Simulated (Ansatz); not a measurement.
The first iterations of a band of F3HOSi + H2S (9 atoms, charge 0, multiplicity 1).

Level of theory: Ansatz 0.2.0, RHF/def2-SVP.

```yaml
movable_images: 2
climbing_image: no
spring: 5.0 eV/Å²
optimiser: quadratic models (default)
start_path: through a guess of the saddle point
force_threshold: 0.05 eV/Å
iteration_limit: 60
end_points: relaxed
```

Initial state:

```xyz
9
Properties=species:S:1:pos:R:3
Si -0.768 0.365 -0.955
O 0.125 1.392 -0.104
F 0.070 -0.912 -1.347
F -1.254 1.056 -2.295
F -2.055 -0.107 -0.180
H 1.516 -0.411 1.954
S 0.808 -1.529 2.127
H 0.170 2.313 -0.309
H 1.388 -2.167 1.108
```

Final state:

```xyz
9
Properties=species:S:1:pos:R:3
Si -0.954 -0.586 -0.497
O 1.355 1.105 0.555
F 0.028 -0.196 -1.683
F -1.498 0.785 0.093
F -2.196 -1.311 -1.163
H 0.846 1.872 0.774
S -0.153 -1.899 0.916
H 1.754 1.291 -0.283
H 0.819 -1.060 1.286
```

| iteration | highest image above the first end (eV) | largest band force component (eV/Å) |
| --- | --- | --- |
| 1 | 8.234 | 32.226 |
| 2 | 1.847 | 7.239 |
| 3 | 1.238 | 2.977 |
| 4 | 0.949 | 1.166 |
| 5 | 0.864 | 0.851 |

Does the band converge within its limit, and where does its top end?

It converged. It ended after 16 iterations with the highest image 0.778 eV above the first end. No image climbed, so the highest image needn't sit at the top of the path. A band with more images between the same ends climbed to 2.09 eV, so this one has probably stepped over the top. So few images can step over the top or miss a turn of the path. The orbitals stay closed-shell, which can raise the energy where a bond breaks towards radicals; this wasn't checked here.

The run took 77 s on 2 threads of Arm Neoverse N1, on a shared host, peak memory 0.24 GiB.
